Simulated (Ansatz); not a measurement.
Relaxation of the cluster Cs₂Br₃⁻ with RKS PBE-D4/def2-SVPD.

```sh
$ ansatz run in.yaml --threads 4 --pin off --events-out ev --progress --plain --max-ram 4787MiB
```

```yaml
crystal:
  periodic: [false, false, false]
  atoms:
    - {symbol: Cs, position_ang: [-1.919550, -0.394320, -0.384010]}
    - {symbol: Cs, position_ang: [1.897770, 0.417640, 0.453770]}
    - {symbol: Br, position_ang: [0.726070, -1.252130, -2.084090]}
    - {symbol: Br, position_ang: [-0.204360, -1.300760, 2.257120]}
    - {symbol: Br, position_ang: [-0.499930, 2.529570, -0.242800]}
basis:
  gaussian: {orbitals: def2-SVPD}
total_charge: -1
hamiltonian: {xc: pbe, dispersion: d4}
scf: {lower_state_search: "off"}
output: {orbitals: {seedname: orbitals}}
relax: {f_tol: 0.02, max_steps: 100}
```

Hardware: 4 threads of Intel Xeon on a shared host. Wall time 26 s.

Positions (Å) and forces (eV/Å) at steps 1, 2, 4 of 4:

```xyz
5
step=1 energy=-211189.0468 eV
Cs   -1.920   -0.394   -0.384   -0.695   -0.180   -0.129
Cs    1.898    0.418    0.454    0.699    0.172    0.151
Br    0.726   -1.252   -2.084    0.219   -0.397   -0.637
Br   -0.204   -1.301    2.257   -0.091   -0.348    0.643
Br   -0.500    2.530   -0.243   -0.132    0.754   -0.028
5
step=2 energy=-211189.2927 eV
Cs   -1.913   -0.402   -0.397   -0.243   -0.064   -0.057
Cs    1.901    0.415    0.437    0.250    0.058    0.043
Br    0.778   -1.353   -2.224    0.082   -0.150   -0.236
Br   -0.228   -1.345    2.395   -0.035   -0.125    0.250
Br   -0.538    2.685   -0.211   -0.054    0.282    0.001
5
step=4 energy=-211189.3468 eV
Cs   -1.914   -0.415   -0.421    0.000    0.001    0.002
Cs    1.916    0.413    0.414   -0.001    0.000    0.002
Br    0.821   -1.441   -2.340    0.000    0.001    0.000
Br   -0.253   -1.357    2.506    0.001   -0.003    0.000
Br   -0.571    2.800   -0.159    0.001    0.001   -0.004
```

In the def2 sets Cs takes a core potential; there is no spin–orbit coupling. The structure comes from a short search, and lower isomers may exist.
